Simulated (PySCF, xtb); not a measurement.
boroxine (B₃H₃O₃), SMILES B1OBOBO1.

GFN2-xTB (xtb) at its own geometry gives an orbital gap of 5.69 eV and a dipole moment of 0.00 D.

The structure is a stationary point at PBE0-D3(BJ)/def2-SVP.

### Question
What does PySCF with B3LYP/def2-TZVP give? (The exact figures need the calculation; the answer reports its results.)

### Answer
gap 8.55 eV (levels -9.39 and -0.84 eV), dipole 0.00 D.
